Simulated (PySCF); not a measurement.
## Deuteron quadrupole couplings in `C=C[C@@H](C)[C@@H](F)C(=O)F`

Species: C6H8F2O.
Z-matrix (Å and degrees, GFN2-xTB geometry), rows numbered from 1:
```
C 
C   1  1.3186
C   2  1.5031  1  123.69
C   3  1.5284  2  111.07  1   120.79
C   3  1.5468  2  109.37  1  -117.83
F   5  1.3704  3  110.80  2   -63.91
C   5  1.5054  3  109.90  2    56.40
O   7  1.1736  5  131.12  3  -111.41
F   7  1.3684  5  108.82  3    67.57
H   1  1.0783  2  121.80  3    -0.28
H   1  1.0757  2  121.83  3   179.84
H   2  1.0812  1  121.28  3  -179.44
H   3  1.0947  2  109.66  1    -0.65
H   4  1.0867  3  109.48  2   -56.81
H   4  1.0876  3  110.74  2  -176.76
H   4  1.0871  3  110.35  2    62.71
H   5  1.0992  3  110.56  2   177.60
```

Level: PBE0/pcSseg-1 (PySCF, non-relativistic); Q(2H) = 0.00286 b; rigid geometry, the same for H and D, with no vibrational averaging.

Task: Rank these positions by the coupling χzz of a deuteron there, largest first.
A. H15 (methyl hydrogen)
B. H17 (methine hydrogen)
C. H12 (vinylic hydrogen)
D. H13 (methine hydrogen)
E. H10 (vinylic hydrogen)

Result: E (224 kHz), C (217 kHz), A (211 kHz), D (195 kHz), B (186 kHz).

Task: What are Vzz, η and χzz (234.96 MHz × Q × Vzz) at all hydrogens?

Result: 
| atom | bonded to | bond length (Å) | Vzz (au) | η | χzz (kHz) |
| --- | --- | --- | --- | --- | --- |
| H10 | C1 | 1.078 | 0.3330 | 0.05 | 224 |
| H11 | C1 | 1.076 | 0.3385 | 0.04 | 227 |
| H12 | C2 | 1.081 | 0.3232 | 0.06 | 217 |
| H13 | C3 | 1.095 | 0.2909 | 0.02 | 195 |
| H14 | C4 | 1.087 | 0.3145 | 0.02 | 211 |
| H15 | C4 | 1.088 | 0.3144 | 0.03 | 211 |
| H16 | C4 | 1.087 | 0.3114 | 0.02 | 209 |
| H17 | C5 | 1.099 | 0.2774 | 0.06 | 186 |

Task: How does χzz go with the bond length over the 8 C–H bonds?

Result: A straight-line fit has a slope of -17.1 kHz for each 0.01 Å, with a correlation coefficient of -0.99, over lengths from 1.076 to 1.099 Å. The longer bonds have the smaller couplings here.

Geometry: GFN2-xTB, one conformer, isolated molecule. GFN2-xTB bond lengths can be off by several hundredths of an ångström, more for odd bonds, and the gradients follow them. A larger basis could move these couplings by a tenth or more.
